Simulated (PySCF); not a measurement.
Spectra and structures to be paired. Level of theory: TDDFT CAM-B3LYP/def2-SVPD, vertical, gas phase, core orbitals frozen in the response (PySCF). Geometries: GFN2-xTB; one conformer of each isolated species. Triplets are in the Tamm–Dancoff approximation.

A. `C#Cc1pcc(C)s1`
B. `C/C=C(/C)CC#N`
C. `Cc1ccc(C)[nH]1`
D. `C(C)n1cccc1`

Lowest singlet levels (six at most, fewer where fewer were computed) with oscillator strengths:

1. 234 nm (f 0.000); 205 nm (f 0.001); 204 nm (f 0.254); 195 nm (f 0.000); 186 nm (f 0.002); 185 nm (f 0.000); T1 4.15 eV
2. 303 nm (f 0.213); 261 nm (f 0.003); 257 nm (f 0.080); 240 nm (f 0.000); 236 nm (f 0.005); 218 nm (f 0.000); T1 2.39 eV
3. 206 nm (f 0.008); 197 nm (f 0.110); 189 nm (f 0.046); 186 nm (f 0.044); 181 nm (f 0.004); 180 nm (f 0.002); T1 4.39 eV
4. 184 nm (f 0.043); 179 nm (f 0.285); 167 nm (f 0.007); 163 nm (f 0.020); 160 nm (f 0.004); 157 nm (f 0.003); T1 4.21 eV

Question: Match each spectrum to its molecule.

Answer: 1 = C, 2 = A, 3 = D, 4 = B.
- A: S1 at 4.09 eV, HOMO→LUMO (94%); Löwdin shares by element: HOMO carbon 51% or more, phosphorus 20% (atoms not listed hold the other 29%); LUMO carbon 28% or more, phosphorus 28%, sulfur 17% (atoms not listed hold the other 27%); HOMO -7.59 and LUMO -0.97 eV; point group Cs, 2 of its 6 listed states under f = 0.0005.
- B: S1 at 6.74 eV, HOMO→LUMO (86%); Löwdin shares by element: HOMO carbon 80% or more (atoms not listed hold the other 20%); LUMO carbon 45% or more (atoms not listed hold the other 55%); HOMO -8.63 and LUMO 0.99 eV.
- C: S1 at 5.30 eV, HOMO→LUMO (95%); Löwdin shares by element: HOMO carbon 76% or more (atoms not listed hold the other 24%); LUMO carbon 35% or more, hydrogen 19% or more (atoms not listed hold the other 46%); HOMO -6.78 and LUMO 1.28 eV; point group C2v, 3 of its 6 listed states under f = 0.0005.
- D: S1 at 6.02 eV, HOMO→LUMO (82%), HOMO→LUMO+2 (13%); Löwdin shares by element: HOMO carbon 83% or more (atoms not listed hold the other 17%); LUMO carbon 36% or more, hydrogen 20% or more (atoms not listed hold the other 44%); HOMO -7.30 and LUMO 1.31 eV; point group Cs.
